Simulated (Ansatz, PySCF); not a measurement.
Torsion H3–Ge1–Se2–H6 in GeH4Se (SMILES [GeH3][SeH]); at each angle all else is relaxed with GFN2-xTB, and the levels are single points there.
Geometry at 60° (charge 0, multiplicity 1):
```xyz
6

Ge    -0.579    -0.020    -0.014
Se     1.578    -0.811    -0.279
H     -0.811     1.214    -0.838
H     -1.509    -1.098    -0.470
H     -0.867     0.305     1.423
H      2.189     0.400     0.206
```
Energies count from the point at 60°.

Frozen-core correlation. Filled d and f shells under p-block atoms count as core. CBS: X⁻³ extrapolation of the correlation energy, Hartree–Fock from the larger set. Rows in 3-21G, 6-31G* carry no dispersion term and start afresh at each structure (6-31G* with six Cartesian d functions); the Pople sets are all-electron and without relativity.

The values were computed with Ansatz (Gaussian orbitals); PySCF for 3-21G rows, 6-31G* rows, the dispersion terms. Each number belongs to the level named beside it.

Energies in meV.

| dihedral (°) | HF/3-21G | HF/6-31G* | r2SCAN-D4/def2-TZVPP | SCS-MP2/cc-pVTZ | MP2/CBS(cc-pVTZ, cc-pVQZ) + ΔCCSD(T)/cc-pVTZ |
|---|---|---|---|---|---|
| 0 | 31.1 | 30.5 | 27.7 | 28.9 | 25.6 |
| 20 | 23.2 | 22.8 | 20.8 | 21.6 | 19.0 |
| 40 | 7.8 | 7.6 | 7.1 | 7.3 | 6.4 |
| 60 | 0.0 | 0.0 | 0.0 | 0.0 | 0.0 |
| 80 | 7.0 | 7.0 | 6.2 | 6.5 | 5.6 |
| 100 | 22.9 | 22.5 | 20.2 | 21.1 | 18.6 |
| 120 | 31.2 | 30.6 | 27.7 | 28.9 | 25.6 |

Ansatz is a first-principles code.
